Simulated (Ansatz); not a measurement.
C₂H₂AlBr (`Br[C]1=[CH][AlH]1`), relaxed with RKS PBE0-D4/def2-TZVP in the Gaussian-basis code of Ansatz from a PBE-D4/def2-SVP geometry. The force threshold is 0.005 eV/Å; the program also tests the step.

The species carries charge 0 and has multiplicity 1.

Start:

```xyz
6

Br    2.631   -0.207    0.234
C     0.731   -0.186    0.101
C    -0.093    0.857   -0.248
Al   -1.076   -0.716    0.131
H     0.152    1.898   -0.526
H    -2.345   -1.646    0.308
```

```csv
step,energy (eV),largest force (eV/Å),largest move (Å)
1,-78734.8549,0.655,0.000
2,-78734.8811,0.343,0.024
3,-78734.8855,0.029,0.011
4,-78734.8856,0.017,0.001
5,-78734.8856,0.010,0.002
6,-78734.8856,0.002,0.000
```

End:

```xyz
6

Br    2.599   -0.195    0.228
C     0.714   -0.186    0.100
C    -0.093    0.847   -0.245
Al   -1.068   -0.701    0.127
H     0.165    1.867   -0.516
H    -2.317   -1.632    0.306
```

Hardware: 2 threads of an Arm Neoverse V2 on a shared host. Wall time 31 s, peak host memory 0.37 GiB.
